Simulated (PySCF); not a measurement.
Be₂O, SMILES [Be][O][Be] (connectivity only; charge and spin as stated), neutral, multiplicity 1.

Geometry: B3LYP-D3(BJ)/def2-TZVPD. A frequency run showed that this geometry is not a minimum.

Two levels are set side by side: PBE/def2-TZVPD (PySCF) and r2SCAN/def2-TZVPD (PySCF). Same geometry, gas phase. Differences are taken from unrounded values.

```csv
quantity,r2SCAN
orbital gap (eV),0.38
highest occupied level (eV),-4.58
lowest empty level (eV),-4.20
mean polarisability (bohr³),117.9
```

What does PBE give, and how far is it from r2SCAN? (Estimate from the structure and the level; the computed values follow.)


```json
[
 {"quantity": "orbital gap (eV)", "PBE": "0.35", "PBE minus r2SCAN": "-0.03"},
 {"quantity": "highest occupied level (eV)", "PBE": "-4.53", "PBE minus r2SCAN": "0.05"},
 {"quantity": "lowest empty level (eV)", "PBE": "-4.18", "PBE minus r2SCAN": "0.03"},
 {"quantity": "mean polarisability (bohr³)", "PBE": "113.4", "PBE minus r2SCAN": "-4.5"}
]
```

Rough cost on one machine, each run with all the roots and properties that it gave: r2SCAN against PBE about 5 times.
